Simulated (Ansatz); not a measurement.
Born–Oppenheimer molecular dynamics of FGaH₄ (6 atoms, charge 0, multiplicity 1). It starts at the highest image of a converged band, a first-order saddle point between two minima.

Theory: RKS B3LYP-D4/def2-SVP (Ansatz 0.2.0).

```
ensemble                      : NVE (velocity Verlet)
time step                     : 0.5 fs
steps asked                   : 200
starting velocities drawn for : 100 K
seed                          : 5279
```

Frames 2.5 fs apart, positions in Å, forces in eV/Å.

Velocities at 60 fs (Å/ps):

```
Ga -0.52 3.06 -0.65
H 3.59 51.35 30.02
H 4.85 -18.43 -4.43
H 8.39 -5.40 -12.10
F 1.32 -15.22 -1.40
H -5.99 47.48 57.84
```

```xyz
6
Properties=species:S:1:pos:R:3:forces:R:3 time_fs=60 energy_less_start_eV=-0.729 T=1510
Ga 0.015 -0.212 -0.064 0.06 -2.13 0.55
H -0.036 1.990 3.375 -0.02 -0.13 0.10
H 1.403 0.433 -0.357 0.04 -0.04 0.09
H -1.451 0.240 -0.252 -0.18 0.15 0.02
F 0.056 -1.985 0.533 0.08 2.03 -0.63
H -0.127 1.392 3.846 0.02 0.12 -0.12
6
Properties=species:S:1:pos:R:3:forces:R:3 time_fs=62.5 energy_less_start_eV=-0.617 T=1294
Ga 0.014 -0.205 -0.065 0.26 -2.76 0.62
H -0.030 2.104 3.461 -0.11 -0.58 0.52
H 1.416 0.386 -0.366 0.09 0.05 0.11
H -1.438 0.232 -0.281 -0.37 0.22 0.03
F 0.060 -2.020 0.528 0.02 2.50 -0.74
H -0.139 1.524 3.979 0.11 0.57 -0.54
6
Properties=species:S:1:pos:R:3:forces:R:3 time_fs=65 energy_less_start_eV=-0.536 T=1137
Ga 0.013 -0.201 -0.066 0.19 -3.06 0.59
H -0.028 2.194 3.569 0.13 0.57 -0.58
H 1.435 0.343 -0.367 0.05 0.10 0.12
H -1.446 0.236 -0.309 -0.20 0.18 0.09
F 0.063 -2.047 0.521 -0.04 2.78 -0.79
H -0.147 1.681 4.088 -0.13 -0.58 0.56
6
Properties=species:S:1:pos:R:3:forces:R:3 time_fs=67.5 energy_less_start_eV=-0.489 T=1045
Ga 0.012 -0.200 -0.067 0.00 -3.13 0.51
H -0.020 2.306 3.654 -0.01 -0.04 0.05
H 1.457 0.305 -0.362 -0.06 0.13 0.14
H -1.464 0.252 -0.331 0.15 0.08 0.16
F 0.067 -2.064 0.512 -0.10 2.93 -0.80
H -0.161 1.815 4.221 0.01 0.04 -0.07
6
Properties=species:S:1:pos:R:3:forces:R:3 time_fs=70 energy_less_start_eV=-0.455 T=980
Ga 0.011 -0.201 -0.066 -0.07 -3.10 0.44
H -0.013 2.417 3.740 -0.17 -0.49 0.64
H 1.476 0.274 -0.348 -0.15 0.14 0.15
H -1.474 0.272 -0.343 0.38 0.00 0.21
F 0.070 -2.073 0.500 -0.15 2.96 -0.78
H -0.174 1.949 4.350 0.17 0.48 -0.65
6
Properties=species:S:1:pos:R:3:forces:R:3 time_fs=72.5 energy_less_start_eV=-0.482 T=1033
Ga 0.010 -0.204 -0.066 0.04 -3.04 0.42
H -0.013 2.508 3.854 0.17 0.43 -0.62
H 1.485 0.252 -0.326 -0.17 0.17 0.13
H -1.463 0.292 -0.343 0.33 -0.02 0.20
F 0.072 -2.072 0.485 -0.20 2.89 -0.75
H -0.179 2.104 4.452 -0.17 -0.43 0.62
6
Properties=species:S:1:pos:R:3:forces:R:3 time_fs=75 energy_less_start_eV=-0.556 T=1175
Ga 0.009 -0.211 -0.065 0.29 -2.93 0.46
H -0.006 2.615 3.943 0.00 0.01 -0.01
H 1.485 0.241 -0.296 -0.10 0.20 0.09
H -1.434 0.311 -0.332 0.03 0.04 0.14
F 0.074 -2.062 0.469 -0.23 2.69 -0.68
H -0.193 2.241 4.578 0.00 -0.01 0.01
6
Properties=species:S:1:pos:R:3:forces:R:3 time_fs=77.5 energy_less_start_eV=-0.629 T=1317
Ga 0.009 -0.220 -0.064 0.53 -2.67 0.49
H 0.002 2.724 4.030 -0.22 -0.37 0.73
H 1.480 0.241 -0.260 0.01 0.22 0.04
H -1.403 0.333 -0.312 -0.29 0.12 0.06
F 0.075 -2.044 0.450 -0.25 2.34 -0.59
H -0.206 2.377 4.706 0.22 0.37 -0.74
6
Properties=species:S:1:pos:R:3:forces:R:3 time_fs=80 energy_less_start_eV=-0.727 T=1507
Ga 0.009 -0.231 -0.062 0.55 -2.08 0.43
H 0.000 2.817 4.149 0.20 0.28 -0.63
H 1.474 0.254 -0.222 0.06 0.21 0.00
H -1.388 0.362 -0.288 -0.35 0.10 0.02
F 0.076 -2.018 0.429 -0.26 1.77 -0.45
H -0.209 2.530 4.801 -0.20 -0.28 0.63
6
Properties=species:S:1:pos:R:3:forces:R:3 time_fs=82.5 energy_less_start_eV=-0.812 T=1669
Ga 0.009 -0.244 -0.060 0.35 -1.03 0.25
H 0.006 2.920 4.243 0.03 0.04 -0.09
H 1.472 0.280 -0.184 0.00 0.16 -0.03
H -1.392 0.397 -0.263 -0.10 -0.05 0.02
F 0.075 -1.987 0.407 -0.24 0.92 -0.24
H -0.221 2.671 4.921 -0.03 -0.04 0.08
6
Properties=species:S:1:pos:R:3:forces:R:3 time_fs=85 energy_less_start_eV=-0.817 T=1680
Ga 0.009 -0.258 -0.058 0.13 0.45 0.00
H 0.014 3.027 4.332 -0.27 -0.24 0.79
H 1.469 0.315 -0.147 -0.12 0.07 -0.06
H -1.402 0.428 -0.236 0.19 -0.23 0.02
F 0.074 -1.953 0.384 -0.20 -0.29 0.04
H -0.234 2.809 5.047 0.27 0.24 -0.80
6
Properties=species:S:1:pos:R:3:forces:R:3 time_fs=87.5 energy_less_start_eV=-0.762 T=1574
Ga 0.010 -0.271 -0.056 0.03 2.17 -0.29
H 0.009 3.123 4.455 0.22 0.15 -0.61
H 1.460 0.354 -0.114 -0.18 -0.01 -0.09
H -1.402 0.446 -0.208 0.28 -0.31 -0.01
F 0.072 -1.920 0.361 -0.13 -1.85 0.40
H -0.236 2.958 5.137 -0.22 -0.15 0.60
```

Of the whole run (100 fs, mean temperature of the second half 1353 K): The conserved energy stayed within 0.088 meV per atom of its start (net change 0.0083 meV per atom), so the integration is sound. The kinetic energy rose, since the run started high on the potential surface and went downhill. It ends in pieces (FGaH2 + H2), so much of that is their flight and rotation, not heat. A run of 0.1 ps of so small a system gives no equilibrium averages. The orbitals stay closed-shell, which can raise the energy where a bond breaks towards radicals; this wasn't checked here.

Run time: 5.7 min on 1 thread of Arm Neoverse V1 (shared host), peak memory 0.12 GiB.
